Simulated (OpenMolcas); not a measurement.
Ni4+.

```yaml
Program: OpenMolcas 26.06
Basis: ANO-RCC-VQZP [7s6p4d3f2g1h]
Scalar_Hamiltonian: DKH2, point nucleus
Active_space: 6 electrons in 5 orbitals (3d)
State_averaging: 2S+1 = 5 even, 5 roots; 2S+1 = 3 even, 45 roots; 2S+1 = 1 even, 50 roots
Spin-orbit_coupling: state interaction with AMFI integrals over the reference wave functions, term energies averaged over their components
```

Two sets of levels on these reference wave functions, in cm⁻¹ above 3d⁶ ⁵D₄: one from CASSCF and one from MS-CASPT2, IPEA 0.25 Eh, imaginary shift 0.1 Eh (closed shells correlated: 3s 3p).

```
     Level  Set 1  Set 2
   3d⁶ ⁵D₄    0.0    0.0
   3d⁶ ⁵D₃    846    851
   3d⁶ ⁵D₂   1433   1432
   3d⁶ ⁵D₁   1810   1802
   3d⁶ ⁵D₀   1994   1982
   3d⁶ ³H₆  29590  27330
   3d⁶ ³H₅  30010  27720
   3d⁶ ³H₄  30300  27950
3d⁶ ³P₂(1)  32220  26030
3d⁶ ³F₄(1)  33800  29210
3d⁶ ³F₃(1)  34290  29620
3d⁶ ³F₂(1)  34660  29940
3d⁶ ³P₁(1)  34700  28510
3d⁶ ³P₀(1)  35670  29480
   3d⁶ ³G₅  37330  33490
   3d⁶ ³G₄  38150  34250
```

Task: Which set is which?

Result: Set 2 is MS-CASPT2. Its levels of the other terms of 3d⁶ lie at 0.81 to 0.92 of the other set's values, as expected, since terms of lower spin or lower L gain more correlation energy than the Hund ground term. Against 15 measured levels (Corliss and Sugar, J. Phys. Chem. Ref. Data 10, 197 (1981)) the mean absolute deviation is 120 cm-1 with it and 3200 cm-1 without; single levels miss by up to 230 cm-1 with it.

CASPT2 does not keep the components of a term degenerate, so their means are used; among the terms shown or strongly mixed into the levels shown the widest spread is 300 cm-1 (3d⁶ ³G, MS-CASPT2). Without dynamic correlation excited terms often stand tens of per cent too high (terms of higher spin than the ground term too low), and those without a measured partner can miss by more than the paired ones (holds for CASSCF). Computed and measured levels are paired by configuration, term and J; levels that our copy of the source lacks, or whose pairing is in doubt (as where it misses far off the trend of its configuration), stay unpaired and out of the deviations. Only configurations of the active space appear. The table leaves out levels that lie high or whose names do not pair safely across all columns.

A number in round brackets counts repeated terms of one configuration in the order of the reference energies.
